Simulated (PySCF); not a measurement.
From one molecule to another.

First species: C6H7NO.
SMILES: `Nc1ccc(O)cc1`

Second species: C4H7ClO.
InChI=1S/C4H7ClO/c1-6-4-2-3(4)5/h3-4H,2H2,1H3/t3-,4-/m1/s1

Levels: PBE0/def2-SVPD for dipole moment, HOMO energy, LUMO energy, HOMO–LUMO gap, static isotropic polarisability and electronic spatial extent ⟨r²⟩ about the centre of nuclear charge; TDDFT PBE0/def2-SVPD for lowest singlet excitation; TDA PBE0/def2-SVPD for lowest triplet excitation (Tamm–Dancoff); GFN2-xTB for rotational constant A and rotational constant C. Geometries: GFN2-xTB. Each species is one conformer at its optimised geometry, gas phase, non-relativistic unless stated; the electronic structure was computed with PySCF and density fitting.

The conformers computed, where there is a choice (atom-mapped SMILES and torsion angles):
- `[NH2:1][c:2]1[cH:3][cH:4][c:5]([OH:6])[cH:7][cH:8]1`: H–N1–C2–C3 -160°, H–N1–C2–C3 -23°, H–O6–C5–C4 -179°
- `[CH3:1][O:2][C@@H:3]1[CH2:4][C@H:5]1[Cl:6]`: C1–O2–C3–C4 155°

Question: Which has the higher rotational constant C?

Answer: The second: 1.368 GHz against 1.184 GHz, a difference of 0.184 GHz.

Question: Which of the two has the higher rotational constant A, and by how much?

Answer: The second: 5.862 GHz against 5.638 GHz, a difference of 0.224 GHz.

Question: Which of the two has the higher static isotropic polarisability, and by how much?

Answer: The first: 82.9 au against 65.6 au, a difference of 17.3 au.

Question: Which has the higher ⟨r²⟩?

Answer: The first: 963 bohr² against 851 bohr², a difference of 112 bohr².

Question: Which has the higher HOMO–LUMO gap?

Answer: The second: 7.90 eV against 5.31 eV, a difference of 2.59 eV.

Question: Which of the two has the higher S1 energy, and by how much?

Answer: The second: 6.47 eV against 4.40 eV, a difference of 2.07 eV.

Question: Which of the two has the higher LUMO energy, and by how much?

Answer: The second: 0.53 eV against -0.20 eV, a difference of 0.73 eV.

Question: Which has the higher T1 energy?

Answer: The second: 5.93 eV against 3.41 eV, a difference of 2.52 eV.

On the first: The dipole matches unit charges of opposite sign 0.44 Å apart (1 e·Å = 4.8032 D). The vertical singlet–triplet gap S1 − T1 is 0.99 eV (TDDFT singlet less Tamm–Dancoff triplet; S1: HOMO→LUMO, weight 0.94; T1: HOMO→LUMO, weight 0.98).

On the second: No computed singlet falls in the visible range (750 to 380 nm, 1.65 to 3.26 eV); S1 lies 3.21 eV above its blue end.
